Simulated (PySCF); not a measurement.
Species: C₂H₇BN₂O.
Numbering: `[CH3:1][B:2]([NH2:3])[NH:4][CH:5]=[O:6]` (hydrogens: H7, H8, H9 on C1; H10, H11 on N3; H12 on N4; H13 on C5)

Computed by this run: PBE0-D3(BJ)/def2-SVP geometry optimisation, gas phase in PySCF; density fitting, grid level 1; the optimiser is geomeTRIC in internal coordinates, started from a GFN2-xTB structure with every atom displaced at random (about 0.01 Å).

Step 0: E = -7879.6825 eV
```
atom  x, y, z in Å  |  force x, y, z in eV/Å
C1     -1.5480   -1.0075   -0.8444   -0.331   1.267   0.142
B2     -0.1987   -0.2452   -0.5681    0.404  -0.627  -0.020
N3     -0.0957    1.1215   -0.4155    1.196   0.233   0.242
N4      1.0453   -1.0619   -0.4730   -3.038  -0.316  -0.462
C5      2.2679   -0.6438   -0.2461    1.418   1.620   0.461
O6      2.6132    0.5130   -0.0665   -0.058  -0.184  -0.059
H7     -1.5211   -1.5437   -1.7812    0.068  -0.542  -0.612
H8     -2.3904   -0.2887   -0.9218    0.194  -0.197   0.030
H9     -1.8006   -1.6925   -0.0436   -0.077  -0.527   0.403
H10    -0.8402    1.7736   -0.4439   -0.911   0.452  -0.087
H11     0.8170    1.5377   -0.2181   -0.125  -0.235  -0.081
H12     0.9135   -2.0590   -0.5815    0.212  -0.094  -0.008
H13     2.9808   -1.4547   -0.2206    1.050  -0.849   0.050
```

Step 1: E = -7879.8208 eV
```
atom  x, y, z in Å  |  force x, y, z in eV/Å
C1     -1.5684   -0.9794   -0.8444   -0.033  -0.099  -0.040
B2     -0.1985   -0.2470   -0.5670   -0.103   0.064   0.021
N3     -0.0788    1.1331   -0.4088   -0.175  -0.005  -0.036
N4      1.0060   -1.0712   -0.4685    0.566   0.124   0.082
C5      2.2843   -0.6348   -0.2311   -0.174  -0.297  -0.086
O6      2.6183    0.5156   -0.0601    0.001   0.026   0.007
H7     -1.5343   -1.5403   -1.7969    0.011   0.024   0.093
H8     -2.4148   -0.2828   -0.9069   -0.061   0.052  -0.006
H9     -1.8021   -1.7101   -0.0493    0.036   0.021  -0.057
H10    -0.8710    1.7611   -0.4472    0.104  -0.068  -0.016
H11     0.8307    1.5478   -0.2446    0.073   0.062   0.048
H12     0.9338   -2.0726   -0.5887   -0.070  -0.070  -0.016
H13     3.0379   -1.4707   -0.2107   -0.174   0.167   0.007
```

Step 2: E = -7879.8248 eV
```
atom  x, y, z in Å  |  force x, y, z in eV/Å
C1     -1.5677   -0.9789   -0.8447   -0.009   0.007  -0.015
B2     -0.1986   -0.2425   -0.5639   -0.008   0.034   0.003
N3     -0.0866    1.1382   -0.4074    0.043  -0.038   0.011
N4      1.0129   -1.0649   -0.4658    0.146  -0.012   0.012
C5      2.2908   -0.6419   -0.2369   -0.125  -0.079  -0.007
O6      2.6377    0.5057   -0.0705   -0.016   0.063   0.005
H7     -1.5272   -1.5405   -1.7935    0.004  -0.006   0.006
H8     -2.4198   -0.2854   -0.9083    0.013  -0.007   0.004
H9     -1.7952   -1.7123   -0.0528    0.007  -0.004  -0.001
H10    -0.8797    1.7597   -0.4614    0.009   0.014   0.002
H11     0.8181    1.5613   -0.2246   -0.011   0.002  -0.011
H12     0.9295   -2.0675   -0.5838   -0.041  -0.004  -0.001
H13     3.0289   -1.4823   -0.2109   -0.012   0.029  -0.008
```

**Question.** Estimate the geometry and energy of step 3. (The exact step hangs on the optimiser's Hessian estimate; all steps are aligned on step 2, rigid shifts and turns removed.)

**Answer.** E = -7879.8154 eV, largest force 0.316 eV/Å
```
atom  x, y, z in Å  |  force x, y, z in eV/Å
C1     -1.5705   -0.9785   -0.8453   -0.005   0.124   0.016
B2     -0.1958   -0.2509   -0.5625   -0.025  -0.025  -0.028
N3     -0.0603    1.1269   -0.4037    0.010   0.001   0.025
N4      1.0107   -1.0858   -0.4677   -0.178  -0.058  -0.026
C5      2.2704   -0.6307   -0.2411   -0.149   0.033   0.012
O6      2.5660    0.5329   -0.0813    0.306   0.056   0.054
H7     -1.5303   -1.5408   -1.7910   -0.001  -0.026  -0.073
H8     -2.4215   -0.2808   -0.9075    0.058  -0.051   0.007
H9     -1.7968   -1.7132   -0.0563   -0.018  -0.021   0.049
H10    -0.8371    1.7647   -0.4650   -0.123   0.042  -0.001
H11     0.8510    1.5350   -0.2105   -0.055  -0.076  -0.051
H12     0.9250   -2.0899   -0.5842    0.031   0.079   0.018
H13     3.0324   -1.4403   -0.2083    0.149  -0.076  -0.002
```

The energy changes by +0.0093 eV. The first-order estimate −F·Δx gives -0.0070 eV and the mean of the old and new forces, exact on a quadratic surface, +0.0096 eV. The step makes an angle of 76° with the force vector and moves no atom by more than 0.077 Å. The energy falls at the start of this step and ends higher, so the step passed the lowest point of its straight line.

The cost below is that of the whole optimisation. Time: 45 s of wall time; peak memory 0.51 GiB. Hardware: Arm Neoverse V1, one thread (shared host).
